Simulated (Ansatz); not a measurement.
```yaml
crystal:
  periodic: [false, false, false]
  atoms:
    - {symbol: Ga, position_ang: [1.525428, 1.484449, -1.148166]}
    - {symbol: Ga, position_ang: [-1.386103, 0.816555, -0.861719]}
    - {symbol: Ga, position_ang: [1.432933, -0.772293, 0.823300]}
    - {symbol: As, position_ang: [0.185149, 1.608907, 1.208362]}
    - {symbol: As, position_ang: [-1.213403, -0.288731, 1.753883]}
    - {symbol: As, position_ang: [0.483879, -0.958974, -1.711617]}
    - {symbol: As, position_ang: [-1.027892, -1.889912, -0.064032]}
basis:
  gaussian: {orbitals: def2-TZVP}
total_charge: -1
magnetization: {spin_polarized: true, initial_magnetization: 2}
hamiltonian: {xc: pbe0, dispersion: d4}
scf: {omitted_lower_state_checks: [starts]}
output: {orbitals: {seedname: orbitals}}
```

```sh
$ ansatz run in.yaml --threads 4 --pin off --events-out ev --progress --plain --max-ram 6963MiB
```

Q: Does this run fit into the memory that it is given?

A: No. It has 336 basis functions, and Ansatz plans for 7.17 GiB where 6.79 GiB are given.
